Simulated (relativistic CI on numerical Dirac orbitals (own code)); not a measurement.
Hyperfine structure of Tb³⁰⁺, mass number 157

Method of calculation: Dirac-Coulomb-Breit CI, KLI orbitals optimised for each configuration, model QED, unscaled Slater integrals (own radial code, finite nucleus).

Configuration list (outside the closed core [Ar] 3d10): 4s²4p⁵, 4s4p⁶, 4s²4p⁴4d, 4s4p⁵4d, 4s²4p⁴4f, 4s4p⁵4f, 4p⁶4d, 4s4p⁴4d², 4s²4p³4d4f, 4p⁶4f, 4p⁵4d², 4p⁴4d³, 4p⁴4d²4f. Double excitations out of closed p, d and f shells are left out; levels of such configurations are missing from the list, as are those of other unlisted configurations, and high levels can miss mixing partners.

Nuclear spin I = 3/2, μ = 2.03 μN, Q = 1.4 b (tables of Stone and Pyykkö). The electronic factors are computed for point nuclear moments, without core polarisation or the Bohr-Weisskopf and QED corrections.

| Level | E (cm⁻¹) | A (GHz) | B (GHz) |
| --- | --- | --- | --- |
| 4s²4p⁵ ²P°3/2 | 0 | 44.71 | -90.1 |
| 4s²4p⁵ ²P°1/2 | 366749 | 333.1 |  |
| 4s²4p⁴4d ²P1/2 | 971997 | 193.4 |  |
| 4s²4p⁴4d ²D3/2 | 1026039 | 21.7 | 41.9 |
| 4s²4p⁴4d ⁴F9/2 | 1031035 | 24.41 | 34 |

Levels with J = 0, under 50 % of one LS term, or S terms without an open s electron are left out. Small factors come from cancelling terms and can be off by tens of per cent or more.

At this charge energies of transitions that change n are usually good to better than 1 %, and those within a shell (Δn = 0) to a few per cent.

Problem. Give the hyperfine levels of 4s²4p⁵ ²P°1/2 relative to its centre of gravity.

Solution. With K = F(F + 1) − I(I + 1) − J(J + 1), E = AK/2: F = 1: -416.4, F = 2: 249.9 GHz.

LS names give the leading component of a level, which can be under half, so a name can repeat, a term be missing and a line seem to break the LS rules.
